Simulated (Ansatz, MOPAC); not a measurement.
System: B$_{2}$H$_{4}$ (charge 0, singlet). SMILES: BB

Atoms: B1, B2, H3, H4, H5, H6. Bonds: B1-B2, B1-H3, B1-H4, B2-H5, B2-H6.

Bond lengths (Å) and angles (degrees) optimised at MNDO with MOPAC; HF/3-21G with Ansatz (a first-principles code); MP2/6-31G* with Ansatz, each started from the B3LYP-D3(BJ)/def2-TZVP structure (Ansatz) of the last column. A row stands for all coordinates that are equal there. 6-31G* holds six Cartesian d functions. No wavenumbers were computed at MNDO, MP2/6-31G*, so these may be saddle points.

```
coordinate   MNDO  HF/3-21G  MP2/6-31G*  B3LYP-D3(BJ)/def2-TZVP
----------  -----  --------  ----------  ----------------------
B1-B2       1.572     1.662       1.656                   1.627
B1-H3       1.159     1.194       1.198                   1.197
B2-B1-H3    121.8     121.8       122.0                   122.1
H3-B1-H4    116.4     116.4       116.1                   115.7
```

Mean signed difference of all 5 bond lengths from B3LYP-D3(BJ)/def2-TZVP: MNDO -0.041 Å, HF/3-21G 0.005 Å, MP2/6-31G* 0.007 Å.
